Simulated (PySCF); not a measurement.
A structure optimised at B3LYP-D3(BJ)/def2-SVP, used in a PySCF frequency run:

```xyz
11

Si     0.8644     0.2920     0.8079
Cl     1.5757     0.3044    -1.1679
Si    -1.2606    -0.6997     0.7044
C     -2.2547     0.1646    -0.6476
H      0.8138     1.7060     1.2798
H      1.8446    -0.4512     1.6491
H     -1.9355    -0.5936     2.0343
H     -1.0768    -2.1475     0.3868
H     -2.4489     1.2148    -0.3786
H     -3.2219    -0.3351    -0.8134
H     -1.6860     0.1523    -1.5903
```
Charge 0, spin multiplicity 1.

Q: Write its SMILES and formula.

A: C[SiH2][SiH2]Cl, CH7ClSi2

Q: What are its rotational constants (standard atomic weights)?

A: 4.9280, 1.7761, 1.4376 GHz
